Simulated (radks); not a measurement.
The numbers below are computed, except where a source is named.
How relativity changes the ionisation of the nitrogen ion N3+ ([He] 2s2) to N4+ ([He] 2s1). Spin-unpolarised spherical Kohn-Sham, LDA (Slater exchange, Perdew-Wang correlation), point nucleus unless stated (finite: rms radius 2.5582 fm), a radial shooting solver on a logarithmic mesh with Libxc functionals. A level marked "c x" has the speed of light scaled by that factor.

[
 {"level": "non-rel.", "E(N3+) (hartree)": "-50.71991", "E(N4+) (hartree)": "-47.87454", "IE (eV)": "77.426", "HOMO": "2s", "<r> HOMO (bohr)": "1.109"},
 {"level": "scalar-rel.", "E(N3+) (hartree)": "-50.75180", "E(N4+) (hartree)": "-47.90462", "IE (eV)": "77.476", "HOMO": "2s", "<r> HOMO (bohr)": "1.109"},
 {"level": "scalar-rel., finite nucleus", "E(N3+) (hartree)": "-50.75180", "E(N4+) (hartree)": "-47.90462", "IE (eV)": "77.476", "HOMO": "2s", "<r> HOMO (bohr)": "1.109"},
 {"level": "Dirac", "E(N3+) (hartree)": "-50.75180", "E(N4+) (hartree)": "-47.90462", "IE (eV)": "77.476", "HOMO": "2s1/2", "<r> HOMO (bohr)": "1.108"},
 {"level": "Dirac, finite nucleus", "E(N3+) (hartree)": "-50.75180", "E(N4+) (hartree)": "-47.90462", "IE (eV)": "77.476", "HOMO": "2s1/2", "<r> HOMO (bohr)": "1.108"},
 {"level": "Dirac, c x 0.85", "E(N3+) (hartree)": "-50.76407", "E(N4+) (hartree)": "-47.91620", "IE (eV)": "77.495", "HOMO": "2s1/2", "<r> HOMO (bohr)": "1.108"},
 {"level": "Dirac, c x 1.5", "E(N3+) (hartree)": "-50.73408", "E(N4+) (hartree)": "-47.88790", "IE (eV)": "77.448", "HOMO": "2s1/2", "<r> HOMO (bohr)": "1.109"},
 {"level": "Dirac, c x 3", "E(N3+) (hartree)": "-50.72345", "E(N4+) (hartree)": "-47.87788", "IE (eV)": "77.432", "HOMO": "2s1/2", "<r> HOMO (bohr)": "1.109"}
]

NIST Atomic Spectra Database: 77.474 eV (measured). The relativistic part of the total energy of N3+ is -0.03188 hartree (Dirac, finite nucleus), 0.063 % of the non-relativistic value. Spin polarisation and multiplet splitting of open shells are left out at every level.

Beside tabulated values, note that spin-unpolarised runs miss the spin-polarisation part of the exchange energy of open shells.
